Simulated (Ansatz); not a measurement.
This geometry of B$_{2}$FH$_{3}$O (7 atoms, charge 0, multiplicity 1) is a first-order saddle point.

Theory: RKS PBE0-D4/def2-SVP (Ansatz 0.2.0).

```xyz
7
Properties=species:S:1:pos:R:3
O 0.684 0.793 -1.133
B 0.014 0.551 0.015
B -0.289 -1.106 0.423
F -0.942 -1.400 1.540
H 0.820 1.732 -1.302
H -0.343 1.489 0.706
H 0.056 -2.059 -0.250
```

(1) Which two structures does it join? (They come from a converged band through this point; their orientation in space is the band's.)

(2) How far does it lie above each of them?

Answers

(1) No bond is made or broken. The dihedral H6–B2–B3–H7 goes from -91 to 91°. The two ends are copies of one structure, up to a mirror image or an exchange of like atoms.

Image 0:

```xyz
7
Properties=species:S:1:pos:R:3
O -0.197 0.927 -1.235
B 0.128 0.519 0.014
B -0.082 -1.122 0.457
F -1.184 -1.528 1.079
H -0.022 1.862 -1.386
H 0.601 1.330 0.796
H 0.756 -1.988 0.276
```

Image 8:

```xyz
7
Properties=species:S:1:pos:R:3
O 0.567 0.813 -1.201
B 0.029 0.534 0.008
B -0.288 -1.091 0.448
F 0.588 -1.794 1.159
H 0.685 1.757 -1.355
H -0.256 1.457 0.756
H -1.326 -1.676 0.185
```

(2) 1.3 kcal/mol above the first and 1.3 kcal/mol above the second. This is the barrier of this one path; another mechanism may lie lower.

Run time: 83 s on 1 thread of Intel(R) Xeon(R) Platinum 8259CL CPU @ 2.50GHz (Skylake/Cascade Lake), on a shared host, peak memory 0.16 GiB.
